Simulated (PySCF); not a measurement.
CaCl, SMILES [Cl][Ca], multiplicity 2. Atoms are numbered in the order given.

```xyz
2

Ca     0.0000     0.0000    -1.1178
Cl     0.0000     0.0000     1.3150
```
Charge 0, spin multiplicity 2.

The structure is a stationary point at PBE0-D3(BJ)/def2-TZVPD. The spin state was assumed, not searched.

Level of theory: PySCF with M06-2X/def2-TZVPD.

Mulliken values depend strongly on the basis, most of all with diffuse functions as here. Atomic charges (e):

```csv
atom,meta-Löwdin,Mulliken,Mulliken spin
Ca1,?,0.68,1.03
Cl2,?,-0.68,-0.03
```

Q: Complete the blanks. (Estimate from the structure and the level; the computed values follow.)

A: 
- Ca1, meta-Löwdin: 0.85
- Cl2, meta-Löwdin: -0.85
